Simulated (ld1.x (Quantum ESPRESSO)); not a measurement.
# bismuth (Bi), TM: configuration errors across variants

* Element: Bi (Z = 83)
* Generator: ld1.x (Quantum ESPRESSO) 7.5
* Type: norm-conserving Troullier–Martins (Kleinman–Bylander form)
* Functional: PBEsol
* Relativity: scalar-relativistic
* Frozen core: [Xe] 4f14
* Valence charge: 15
* Reference configuration: 5d10 6s2 6p3
* Partial waves: 6s (bound): rc 1.45 bohr; 6p (bound): rc 2.20 bohr; 5d (bound): rc 1.60 bohr
* Local potential: the d channel
* Core correction: a·sin(br)/r model core inside 0.85 bohr

All-electron excitation energies from the reference (eV): (1) 5d10 6s2 6p2 7.949; (2) 5d10 6s2 6p1 23.239; (3) 5d10 6s2 6p0 46.596; (4) 5d10 6s2 6p2.5 3.113; (5) 5d10 6s2 6p3.3 -1.100.

Tests that are not counted but printed errors over 1 eV. “base”: 5d9 6s2 6p3 (solver errors, printed error -1593 eV); 5d9 6s2 6p4 (solver errors, printed error -1604 eV). “all radii but the core radius scaled by about 0.96 (s 1.40, p 2.12, d 1.54 bohr)”: 5d9 6s2 6p3 (solver errors, printed error -1596 eV); 5d9 6s2 6p4 (solver errors, printed error -151 eV). “all radii but the core radius scaled by about 1.22 (s 1.76, p 2.68, d 1.94 bohr)”: 5d9 6s2 6p3 (solver errors, printed error -1662 eV); 5d9 6s2 6p4 (pseudo-atom not self-consistent, printed error -1534 eV). “all radii but the core radius scaled by about 1.26 (s 1.84, p 2.78, d 2.02 bohr)”: 5d9 6s2 6p3 (solver errors, printed error -1628 eV); 5d9 6s2 6p4 (solver errors, printed error -1481 eV). “all radii but the core radius scaled by about 1.39 (s 2.02, p 3.06, d 2.22 bohr)”: 5d10 6s2 6p1 (solver errors, printed error -1802 eV); 5d9 6s2 6p3 (pseudo-atom not self-consistent, printed error -1539 eV); 1 more.

1 further variants failed, have other tests or too few solved ones, and are left out.

A true bound ghost makes a file unfit for plane-wave use even where its test errors are small: the radial tests pick states by their node count and pass the ghost by. Where a test does run into it, the solver fails or the error is huge.

Errors AE − PS in meV (a dash: test not solved or not reliable):

| change | (1) | (2) | (3) | (4) | (5) | bound ghosts |
| --- | --- | --- | --- | --- | --- | --- |
| base | -5.7 | -21 | -46 | -1.8 | +0.5 | s, p |
| all radii but the core radius scaled by about 0.86 (s 1.26, p 1.90, d 1.38 bohr) | -8.4 | -29 | -48 | -2.4 | +0.3 | s, p |
| all radii but the core radius scaled by about 0.96 (s 1.40, p 2.12, d 1.54 bohr) | -6.1 | -23 | -50 | -1.9 | +0.5 | s, p |
| all radii but the core radius scaled by about 1.22 (s 1.76, p 2.68, d 1.94 bohr) | -6.1 | -21 | -41 | -1.9 | +0.5 | s, p |
| all radii but the core radius scaled by about 1.26 (s 1.84, p 2.78, d 2.02 bohr) | -7.1 | -25 | -47 | -2.1 | +0.5 | s, p |
| all radii but the core radius scaled by about 1.39 (s 2.02, p 3.06, d 2.22 bohr) | -13 | – | -70 | -3.6 | -0.1 | s, p |

**Question.** Give the same row for: all radii but the core radius scaled by about 1.11 (s 1.60, p 2.44, d 1.78 bohr).

**Answer.** -5.5, -19, -39, -1.8, +0.5; bound ghosts: s, p. Not counted: 5d9 6s2 6p3 (solver errors, printed error -37.5 eV); 5d9 6s2 6p4 (solver errors, printed error -1536 eV).
